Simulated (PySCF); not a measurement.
## Xe²⁺: excitation energy

Xe²⁺ [Kr] 4d10 5s2 5p4 (3P) → Xe²⁺ [Kr] 4d10 5s1 5p4 5d1 (high-spin determinant), as a difference of total energies. All numbers are calculated (PySCF 2.14, scalar relativity by spin-free X2C-1e, in aug-cc-pwCVTZ-DK3). Correlated levels: valence: [Kr] 4d10 frozen; valence and next inner shell: [Ar] 3d10 frozen. The calculations carry no spin-orbit coupling.

```csv
method,excitation energy (eV)
UHF,24.780
LDA,26.072
PBE,25.521
PBE0,25.565
r2SCAN,25.428
LC-wPBE,25.817
CAM-B3LYP,26.134
M06,25.886
MP2 (valence),25.073
SCS-MP2 (valence),25.200
MP2 (valence and next inner shell),25.780
SCS-MP2 (valence and next inner shell),25.733
```

Task: How much does correlation contribute at MP2 (valence and next inner shell)?

Result: 25.780 − (24.780) = 1.000 eV, measured against UHF.

A first-order spin-orbit estimate (lowest level to lowest level, LS coupling) adds 0.040 eV.

The promoted electron is Rydberg-like, and one or two diffuse shells describe it only roughly, which tends to raise the upper state.

The determinant of the upper state mixes LS terms, which raises its energy above the lowest term, most at the Hartree-Fock and MP2 levels.
